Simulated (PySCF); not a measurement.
**Dipole moment and polarisability of Te(CCH)2**

Te(CCH)2, C4H2Te.
Geometry (PBE0-D3(BJ)/def2-SVP, Å), atoms numbered from 1 in this order:
```xyz
7
C4H2Te angstrom
Te     0.080    0.022   -1.775
C      1.538   -0.024   -0.355
C      2.463   -0.052    0.433
H      3.276   -0.079    1.137
C     -1.497    0.034   -0.486
C     -2.492    0.045    0.211
H     -3.368    0.054    0.835
```

Level: CAM-B3LYP/def2-SVPD (PySCF), static field, nuclei fixed, core orbitals frozen in the response. The polarisability tensor in these axes (au):

```
x   110.97  -1.05   1.34
y    -1.05  56.89  -0.34
z     1.34  -0.34  80.93
```

Problem. Diagonalise the tensor; give its mean and Δα, where Δα² is half the sum of the squared differences of the eigenvalues.

Solution. Principal values 56.87, 80.88 and 111.05 au; mean 82.93 au = 12.29 Å³ = 13.67 × 10⁻⁴⁰ C²·m²/J; Δα = 47.02 au (57 % of the mean).

Problem. What is the dipole moment?

Solution. 0.10 D at this geometry.

Problem. Find the Langevin capture rate constant for H3+ (3.023 u) meeting this molecule (179.922 u), k = 2.342 × 10⁻⁹ cm³/s × √(α in Å³ / reduced mass in u).

Solution. The reduced mass is 2.97 u, so k = 4.76 × 10⁻⁹ cm³/s.

Problem. What molar refraction does this α imply?

Solution. Lorentz–Lorenz: R = (4π/3)N_A α = 2.5225 cm³/(mol·Å³) × 12.29 Å³ = 31.0 cm³/mol, in the limit of long wavelengths.

Problem. Sum over states: ᾱ = Σ f/ω², ω in Eh. What share falls to these 10 lowest TDDFT singlets (eV, f)? 3.65, 0.0000; 4.62, 0.0001; 5.25, 0.0094; 5.75, 0.0273; 6.00, 0.0285; 6.06, 0.0000; 6.26, 0.0198; 6.40, 0.0003; 6.50, 0.1315; 6.55, 0.0000.

Solution. They add up to 4.13 au, 5.0 % of the 82.93 au; the largest single term is 2.30 au, from the state at 6.50 eV. Terms in order: 0.00, 0.00, 0.25, 0.61, 0.59, 0.00, 0.37, 0.00, 2.30, 0.00 au. Higher excitations give the rest. The strengths listed sum to 0.217.

Problem. Along which axes do the principal values lie, and how far do the nuclei extend along each?

Solution. Largest value along (1.00, -0.02, 0.04), where the nuclei span 6.65 Å; middle along (-0.05, -0.01, 1.00), 2.77 Å; least along (0.02, 1.00, 0.01), 0.00 Å. The response follows the extents in order.

Geometry: PBE0-D3(BJ)/def2-SVP; no solvent, vibrations or thermal averaging. Atoms past krypton carry effective core potentials; spin–orbit coupling is left out.
